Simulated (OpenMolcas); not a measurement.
# Lines of S: computed and rescaled rates

```json
{"Program": "OpenMolcas 26.06", "Method": "SS-CASPT2, IPEA 0.25 Eh, imaginary shift 0.1 Eh (closed shells correlated: 2s 2p)", "Basis": "ANO-RCC-VQZP [6s5p3d2f1g]", "Scalar Hamiltonian": "DKH2, point nucleus", "Active space": "6 electrons in 8 orbitals (3s 3p 4s 4p)", "State averaging": "2S+1 = 3 even, 3 roots; 2S+1 = 1 even, 6 roots; 2S+1 = 3 odd, 3 roots (0 in the spin-orbit step)", "Spin-orbit coupling": "RASSI with atomic mean-field integrals over the reference wave functions, term energies averaged over their components"}
```

Rates come from the transition moments of the reference wave functions (E1 and E2 in the length form). At fixed line strength A goes as λ^-3 for E1 and M1 and as λ^-5 for E2, so a rate at the computed wavelength can be rescaled to the measured one. Measured vacuum wavelengths follow from level energies in NIST Handbook of Basic Atomic Spectroscopic Data. Branching counts decays inside the model space alone, at computed energies, and the table is only a selection of the E2 and M1 lines, drawn from those between levels with measured partners whose computed energy lies within a factor of 1.5 of the measured one.

```tsv
Upper	Lower	Type	λ computed (nm)	λ measured (nm)	A computed (s-1)	A rescaled (s-1)	Branching %
3s2 3p4 1S0	3s2 3p4 1D2	E2	783.5	772.7	1.65e+00	1.77e+00	83.6
3s2 3p4 1S0	3s2 3p4 3P1	M1	455.6	459.1	3.18e-01		16.1
3s2 3p4 1D2	3s2 3p4 3P2	M1	1048	1082	2.61e-02		76.5
3s2 3p4 1D2	3s2 3p4 3P1	M1	1089	1131	7.74e-03		22.7
3s2 3p4 3P1	3s2 3p4 3P2	M1	27730	25250	1.06e-03	1.40e-03	100.0
3s2 3p4 3P0	3s2 3p4 3P1	M1	60730	56310	2.42e-04	3.04e-04	100.0
3s2 3p4 1D2	3s2 3p4 3P2	E2	1048	1082	2.37e-04		0.7
```

Spin-changing lines and M1 lines between different terms are not rescaled, since their strength hangs on the term gaps too.

The largest correction is for 3s2 3p4 3P1 → 3s2 3p4 3P2 (M1): 1.06e-03 × (27730 / 25250)^3 = 1.40e-03 s-1, a factor of 1.32.

The computed rate and branching of 3s2 3p4 3P1 → 3s2 3p4 3P2 give the upper level a radiative lifetime of 1.000 / 1.06e-03 s-1 = 9.43e+02 s, counting decays inside the model space alone. The rescaled rate gives about 7.1e+02 s.

No measured rate stands beside these. Rescaling mends the energy factor alone: line strengths can still be far off where a level mixes with configurations outside the active space, and weak or spin-changing lines hang on small mixing coefficients that depend on the term gaps too, so rescaling need not improve them.

Term energies are means over components that CASPT2 splits; among the terms shown or strongly mixed into the levels shown the widest spread is 53 cm-1 (3s2 3p4 1D). Active for correlation alone: 4p 4s; no level in the range computed is led by a configuration that fills them, so any true level of that kind is missing. No level of 3s 3p5 was computed, though it lies in the active space. Computed and measured levels are paired by configuration, term and J; levels that our copy of the source lacks, or whose pairing is in doubt (as where it misses far off the trend of its configuration), stay unpaired. Only configurations of the active space appear.
